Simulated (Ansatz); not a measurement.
Molecule: C₄H₁₀N (charge 0, doublet). It need not be the lowest isomer of its formula. 
Geometry from a B3LYP-D3(BJ)/def2-TZVP (Ansatz, a first-principles code) optimisation:
SMILES: C[C](C)CN
```xyz
15

C     -0.5226     1.4138    -0.5471
C     -0.4763    -0.0086    -0.1091
C     -1.7611    -0.7376     0.0771
C      0.7365    -0.5146     0.6026
N      1.9810    -0.1230    -0.0679
H      0.4708     1.7841    -0.7963
H     -0.9232     2.0608     0.2515
H     -1.1822     1.5470    -1.4090
H     -1.6142    -1.8187     0.1333
H     -2.4632    -0.5264    -0.7337
H     -2.2685    -0.4375     1.0095
H      0.6365    -1.6009     0.7442
H      0.7777    -0.0828     1.6176
H      2.0542    -0.5868    -0.9664
H      2.7857    -0.3959     0.4831
```
Charge 0, spin multiplicity 2.

Wanted: atomisation energy (electronic, to ground-state atoms); the coupled-cluster value holds the core correlation from cc-pwCVTZ, in kcal/mol. Cores are frozen in the correlated levels unless marked. Open shells are spin-unrestricted. No spin-orbit coupling. Non-relativistic. Basis-set limits of correlation are two-point, X^-3; Hartree-Fock from the larger set.

Level to compare with: CCSD(T)/CBS(cc-pVTZ,cc-pVQZ) plus the core term (Ansatz), 1366.8 kcal/mol. It is a level with limits of its own, and the differences hold the functionals' basis error too.

Question: Rank these functionals by how close they come to CCSD(T)/CBS(cc-pVTZ,cc-pVQZ), closest first: wB97M-V/def2-TZVPD (Ansatz); PBE0/def2-TZVPD (Ansatz); B97M-V/def2-TZVPD (Ansatz); r2SCANh/def2-TZVPD (Ansatz).

Answer: wB97M-V/def2-TZVPD (range-separated hybrid meta-GGA with VV10, 1366.9 kcal/mol, difference 0.1), B97M-V/def2-TZVPD (meta-GGA with VV10, 1364.9 kcal/mol, difference -1.9), PBE0/def2-TZVPD (global hybrid, 1370.6 kcal/mol, difference 3.8), r2SCANh/def2-TZVPD (hybrid meta-GGA, 1360.5 kcal/mol, difference -6.3)
